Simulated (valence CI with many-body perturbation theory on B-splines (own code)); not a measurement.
**Al⁶⁺: electric-dipole lines**

Method: valence CI with perturbative core correlation (CI+MBPT): five valence electrons over a frozen Dirac-Fock core [He], a basis of 9 s, 9 p, 8 d, 6 f, 3 g, 1 h functions for each j, with the one-electron correlation potential Σ1 (screened to all orders), the two-electron term Σ2, the three-electron term Σ3, Breit, model QED; selected single and double excitations, second order for the rest, scaled by the run's own slope (own B-spline code, finite nucleus).

Set against measurement, 27 paired levels are off by 253 cm⁻¹ on average, the worst by 601. These come from a selection out of NIST levels in Kelleher and Podobedova, J. Phys. Chem. Ref. Data 37, 709 (2008); Martin and Zalubas, J. Phys. Chem. Ref. Data 8, 817 (1979). Levels without a partner in it may be off by more. Among the levels kept, up to 2700 cm⁻¹ of a level comes from second order outside the variational space, and about a tenth of that is noise between levels of different J, which matters for small intervals. 1 measured level below the end of the list, from 1318010 cm⁻¹ on, found no clear computed partner, and computed levels of the same name lie up to 2685 cm⁻¹ from them.

Lines 101 to 150 of 250 in falling wavelength, among levels below 1364200 cm⁻¹, chosen from the strongest by gf and those to the six lowest levels. Wavelengths and rates use the calculated energies, so an error of 300 cm⁻¹ moves a line at 45.94 nm by 0.14 % and its rate by three times that or more. Electric multipoles are in the length gauge, E1 and E2 with the static RPA response of the core. Weak lines are less certain than strong ones. Lines between different terms over intervals too small for the method are left out, as are lines whose strength nearly cancels.

Letters in brackets count levels of one name in rising energy.

```tsv
λ vac (nm)	λ from measured levels	Upper	Lower	A (s⁻¹)	log gf	Branch %
45.94	45.90	2s2p⁴ ⁴P_5/2	2s²2p³ ²D°_3/2	1.28e+05	-4.61	0.0
45.44	45.39	2s2p⁴ ⁴P_3/2	2s²2p³ ²D°_5/2	3.80e+04	-5.33	0.0
45.42	45.38	2s2p⁴ ⁴P_3/2	2s²2p³ ²D°_3/2	8.61e+04	-4.97	0.0
45.16	45.11	2s2p⁴ ⁴P_1/2	2s²2p³ ²D°_3/2	7.70e+04	-5.33	0.0
39.23	39.20	2p⁵ ²P°_3/2	2s2p⁴ ²P_1/2	1.28e+09	-0.93	5.7
38.77	38.75	2p⁵ ²P°_3/2	2s2p⁴ ²P_3/2	7.26e+09	-0.18	32.3
38.63	38.60	2p⁵ ²P°_1/2	2s2p⁴ ²P_1/2	6.17e+09	-0.56	27.2
38.19	38.17	2p⁵ ²P°_1/2	2s2p⁴ ²P_3/2	3.22e+09	-0.85	14.2
35.68	35.69	2s2p⁴ ⁴P_5/2	2s²2p³ ⁴S°_3/2	3.29e+09	-0.42	100.0
35.40	35.37	2p⁵ ²P°_3/2	2s2p⁴ ²S_1/2	8.47e+08	-1.20	3.8
35.37	35.38	2s2p⁴ ⁴P_3/2	2s²2p³ ⁴S°_3/2	3.38e+09	-0.60	100.0
35.21	35.21	2s2p⁴ ⁴P_1/2	2s²2p³ ⁴S°_3/2	3.44e+09	-0.89	100.0
34.36	34.37	2s2p⁴ ²D_5/2	2s²2p³ ²P°_3/2	1.25e+09	-0.88	14.2
34.36	34.36	2s2p⁴ ²D_3/2	2s²2p³ ²P°_3/2	6.35e+07	-2.35	0.7
34.33	34.33	2s2p⁴ ²D_3/2	2s²2p³ ²P°_1/2	9.25e+08	-1.18	10.3
30.90	30.91	2s2p⁴ ²D_5/2	2s²2p³ ²D°_5/2	7.23e+09	-0.21	81.8
30.90	30.91	2s2p⁴ ²D_3/2	2s²2p³ ²D°_5/2	6.68e+08	-1.42	7.4
30.90	30.91	2s2p⁴ ²D_5/2	2s²2p³ ²D°_3/2	3.53e+08	-1.52	4.0
30.89	30.90	2s2p⁴ ²D_3/2	2s²2p³ ²D°_3/2	7.32e+09	-0.38	81.5
28.58	28.58	2p⁵ ²P°_3/2	2s2p⁴ ²D_3/2	1.48e+09	-1.14	6.6
28.58	28.58	2p⁵ ²P°_3/2	2s2p⁴ ²D_5/2	1.16e+10	-0.25	51.6
28.26	28.27	2p⁵ ²P°_1/2	2s2p⁴ ²D_3/2	1.30e+10	-0.51	57.1
27.90	27.92	2s2p⁴ ²S_1/2	2s²2p³ ²P°_3/2	1.02e+10	-0.62	59.1
27.88	27.90	2s2p⁴ ²S_1/2	2s²2p³ ²P°_1/2	6.47e+09	-0.82	37.6
26.11	26.12	2s2p⁴ ²P_3/2	2s²2p³ ²P°_3/2	6.07e+09	-0.61	16.0
26.09	26.10	2s2p⁴ ²P_3/2	2s²2p³ ²P°_1/2	1.45e+09	-1.23	3.8
25.91	25.92	2s2p⁴ ²P_1/2	2s²2p³ ²P°_3/2	5.89e+09	-0.93	15.5
25.89	25.92	2s2p⁴ ²D_5/2	2s²2p³ ⁴S°_3/2	2.06e+04	-5.91	0.0
25.89	25.90	2s2p⁴ ²P_1/2	2s²2p³ ²P°_1/2	4.66e+09	-1.03	12.3
25.89	25.91	2s2p⁴ ²D_3/2	2s²2p³ ⁴S°_3/2	2.81e+04	-5.95	0.0
25.57	25.59	2s2p⁴ ²S_1/2	2s²2p³ ²D°_3/2	5.60e+08	-1.96	3.3
24.06	24.08	2s2p⁴ ²P_3/2	2s²2p³ ²D°_5/2	2.67e+10	-0.03	70.4
24.06	24.07	2s2p⁴ ²P_3/2	2s²2p³ ²D°_3/2	3.69e+09	-0.89	9.7
23.89	23.90	2s2p⁴ ²P_1/2	2s²2p³ ²D°_3/2	2.74e+10	-0.33	72.2
22.04	22.07	2s2p⁴ ²S_1/2	2s²2p³ ⁴S°_3/2	4.40e+06	-4.19	0.0
21.93	21.95	2p⁵ ²P°_3/2	2s2p⁴ ⁴P_5/2	8.54e+06	-3.61	0.0
20.91	20.93	2s2p⁴ ²P_3/2	2s²2p³ ⁴S°_3/2	9.36e+06	-3.61	0.0
20.78	20.80	2s2p⁴ ²P_1/2	2s²2p³ ⁴S°_3/2	2.83e+06	-4.44	0.0
10.63		2s²2p²3p ⁴D°_3/2	2s2p⁴ ⁴P_5/2	5.42e+06	-4.43	0.9
10.62		2s²2p²3p ⁴D°_5/2	2s2p⁴ ⁴P_5/2	7.20e+04	-6.14	0.0
10.59		2s²2p²3p ⁴D°_7/2	2s2p⁴ ⁴P_5/2	9.26e+07	-2.90	15.5
10.56		2s²2p²3p ⁴P°_3/2	2s2p⁴ ⁴P_5/2	1.48e+09	-2.00	49.9
10.54		2s²2p²3p ⁴P°_5/2	2s2p⁴ ⁴P_5/2	1.68e+09	-1.77	58.0
10.46		2s²2p²3p ²D°_3/2 [a]	2s2p⁴ ⁴P_5/2	1.00e+07	-4.18	1.5
10.42		2s²2p²3p ²D°_5/2 [a]	2s2p⁴ ⁴P_5/2	3.96e+07	-3.41	5.6
10.40		2s²2p²3p ⁴S°_3/2	2s2p⁴ ⁴P_5/2	5.88e+09	-1.42	43.3
10.33		2s²2p²3p ²P°_3/2 [a]	2s2p⁴ ⁴P_5/2	1.67e+05	-5.97	0.0
10.06		2s²2p²3p ²F°_7/2	2s2p⁴ ⁴P_5/2	8.04e+05	-5.01	0.1
9.987		2s2p³3s ⁶S°_5/2	2s2p⁴ ⁴P_5/2	6.45e+06	-4.24	70.5
9.929		2s²2p²3p ²D°_5/2 [b]	2s2p⁴ ⁴P_5/2	1.50e+05	-5.88	0.0
```
